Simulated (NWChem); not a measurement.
Species: C2H7N2, doublet; SMILES N[CH]CN

```xyz
11

N     -0.5427    -1.4520    -0.0813
C      0.5447    -0.7131     0.3581
C      0.6464     0.6742    -0.1751
N     -0.6298     1.3626    -0.0166
H     -1.3592    -0.8583    -0.2190
H     -0.7565    -2.2872     0.4521
H      1.4566    -1.2672     0.6004
H      1.5106     1.1809     0.3012
H      0.8661     0.6634    -1.2661
H     -0.7835     1.5891     0.9648
H     -0.6384     2.2397    -0.5317
```
Atoms are numbered in this order, from 1.

Level: PBE0/def2-SVP, spin-unrestricted (NWChem), optimised geometry, unscaled harmonic frequencies. 

```csv
frequency (cm⁻¹),IR intensity (km/mol)
195,9.7
301,20.4
313,17.4
406,64.9
523,15.3
667,48.1
746,211.1
837,100.6
929,6.4
968,24.3
1077,20.7
1152,3.8
1156,8.1
1284,7.1
1337,1.2
1394,17.7
1464,1.5
1469,5.4
1596,63.0
1623,38.6
2947,83.3
3006,66.0
3202,21.0
3535,0.2
3543,21.2
3628,2.2
3671,29.8
```

```yaml
zero_point_energy: 61.4 kcal/mol
thermal correction to the enthalpy at 298.15 K (with zero-point energy): 65.3 kcal/mol
heat capacity Cv: 18.3 cal/(mol K)
"entropy at 298.15 K and 1 atm (symmetry number 1, electronic part: spin degeneracy alone)": 71.5 cal/(mol K)
dipole_moment: 1.09 D
```

Rigid rotor and harmonic oscillator.
